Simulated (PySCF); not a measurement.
**Structure from NMR data**

An unknown has the formula C$_{8}$H$_{12}$OSi. Its calculated NMR data are:

1H NMR (300 MHz, computed): δ 4.00 (s, 3H), 2.31 (s, 3H), 1.96 (s, 3H), 1.88 (m, 1H), 1.61 (m, 1H), 0.93 (m, 1H).

13C{1H} NMR (computed): δ 206.2 (C), 84.1 (C), 84.0 (C), 35.5 (CH3), 32.7 (CH), 25.1 (CH2), 10.8 (C), 4.9 (CH3).

No solvent, single conformer, no relativistic terms, averaged over atoms made equivalent by symmetry, fast rotation or ring inversion. Shieldings: GIAO PBE0/pcSseg-1; structure optimised with GFN2-xTB; PySCF 2.14.0 with density-fitted response routines.

Chemical shifts δ = σref − σ; 1H and 13C against TMS, all at this level.

Question: Which of these isomers gave the spectra?
A. C=CCc1ccc([SiH2]C)o1
B. C[SiH2]c1ccc(C2CC2)o1
C. CC#C[C@@]1([SiH3])C[C@H]1C(C)=O

Answer: C. 

1. Rings plus π bonds: 4 (1 ring in the answer).
2. 8 carbon signals for 8 carbons: no two carbons are equivalent.
3. Carbon types of the structure: 4 × C, 1 × CH, 1 × CH2, 2 × CH3, leaving 3 H on heteroatoms.
4. δC 206.2: ketone carbonyl carbon; the double bond to the heteroatom, with no lone-pair donor beside it, deshields it most.
5. δC 84.1, 84.0: alkyne carbon; the triple bond shields along its axis, which puts it between sp3 and sp2 carbons.
6. δC 32.7, 25.1, 10.8: three-membered-ring carbon.
7. δC 4.9: propargylic methyl carbon; saturated and bonded to C and H only.
8. δH 2.31: hydrogen on a methyl carbon α to a carbonyl; α to C=O.

The others: C=CCc1ccc([SiH2]C)o1 would give 8 signals for carbon-bound and other non-exchanging H, not 6; C[SiH2]c1ccc(C2CC2)o1 would give 7 carbon signals, not 8.

Shifts are as computed. Against solution values, carbons near 30 ppm lie about +3 ppm off and those near 130 ppm about +5 ppm. Of 1211 compounds with measured shifts, 218 miss one by over three times the rms of a fit or turn the order of signals round; such compounds aren't used in these exercises. Multiplicities follow the n + 1 count of equivalent neighbours, as no J values were calculated; m marks all less simple cases, F and P coupling included.
